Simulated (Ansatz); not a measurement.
BeH2, SMILES [BeH2].

The structure is a stationary point at PBE-D3(BJ)/def2-TZVPD. The isomer is the one that the SMILES or the coordinates give; other isomers of the formula were not compared.

Two levels are set side by side: PBE/def2-TZVPD (Ansatz, a quantum-chemistry and plane-wave program) and PBE0/def2-TZVPD (Ansatz). Energy differences of separate SCF runs at the same geometry; the states with an electron removed or added have multiplicity 2 and 2. Differences are taken from unrounded values.

```tsv
quantity	PBE0
vertical ionisation energy (eV)	11.76
vertical singlet–triplet gap (eV)	5.71
```

What does PBE give, and how far is it from PBE0? (Estimate from the structure and the level; the computed values follow.)


| quantity | PBE | PBE minus PBE0 |
|---|---|---|
| vertical ionisation energy (eV) | 11.59 | -0.17 |
| vertical singlet–triplet gap (eV) | 5.44 | -0.27 |
